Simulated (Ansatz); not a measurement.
Relaxation of cyclo-(H2GeSe)2 (Ge2H4Se2) with RKS PBE-D4/def2-SVP.

```sh
$ ansatz run in.yaml --threads 4 --pin off --events-out ev --progress --plain --max-ram 8704MiB
```

```yaml
crystal:
  periodic: [false, false, false]
  atoms:
    - {symbol: Ge, position_ang: [-1.080860, -0.086600, 1.090040]}
    - {symbol: H, position_ang: [-1.158670, -1.114230, 2.217720]}
    - {symbol: H, position_ang: [-2.280970, 0.846500, 1.242760]}
    - {symbol: Se, position_ang: [0.985960, 1.085560, 1.064080]}
    - {symbol: Ge, position_ang: [1.081480, 0.085420, -1.089410]}
    - {symbol: H, position_ang: [1.147380, 1.119140, -2.212430]}
    - {symbol: H, position_ang: [2.285760, -0.840110, -1.253630]}
    - {symbol: Se, position_ang: [-0.980070, -1.095680, -1.059120]}
basis:
  gaussian: {orbitals: def2-SVP}
hamiltonian: {xc: pbe, dispersion: d4}
scf: {lower_state_search: "off"}
output: {orbitals: {seedname: orbitals}}
relax: {f_tol: 0.02, max_steps: 100}
```

Hardware: 4 threads of Intel Xeon 6975P-C on a shared host. Wall time 3.9 s.

Positions (Å) and forces (eV/Å) at steps 1, 2, 4 of 4:

```xyz
8
step=1 energy=-243736.6997 eV
Ge   -1.081   -0.087    1.090    0.056    0.007   -0.061
H    -1.159   -1.114    2.218    0.074   -0.371    0.312
H    -2.281    0.847    1.243   -0.338    0.348   -0.045
Se    0.986    1.086    1.064    0.122    0.132    0.130
Ge    1.081    0.085   -1.089   -0.057   -0.002    0.058
H     1.147    1.119   -2.212   -0.076    0.370   -0.309
H     2.286   -0.840   -1.254    0.341   -0.349    0.043
Se   -0.980   -1.096   -1.059   -0.121   -0.135   -0.128
8
step=2 energy=-243736.7349 eV
Ge   -1.108   -0.088    1.117    0.162    0.012   -0.163
H    -1.135   -1.158    2.241   -0.043    0.001    0.039
H    -2.308    0.889    1.224   -0.040   -0.006    0.043
Se    0.981    1.080    1.059    0.050    0.056    0.054
Ge    1.108    0.088   -1.116   -0.161   -0.014    0.164
H     1.125    1.163   -2.236    0.043    0.000   -0.040
H     2.313   -0.884   -1.234    0.038    0.007   -0.043
Se   -0.975   -1.090   -1.054   -0.050   -0.055   -0.054
8
step=4 energy=-243736.7407 eV
Ge   -1.095   -0.087    1.103    0.004    0.000   -0.004
H    -1.140   -1.150    2.237    0.000   -0.003    0.003
H    -2.304    0.882    1.228   -0.003    0.002    0.001
Se    0.989    1.089    1.067   -0.002   -0.001   -0.002
Ge    1.095    0.087   -1.103   -0.004   -0.001    0.004
H     1.130    1.155   -2.233    0.000    0.002   -0.003
H     2.308   -0.876   -1.238    0.003   -0.002    0.000
Se   -0.983   -1.099   -1.063    0.001    0.003    0.002
```
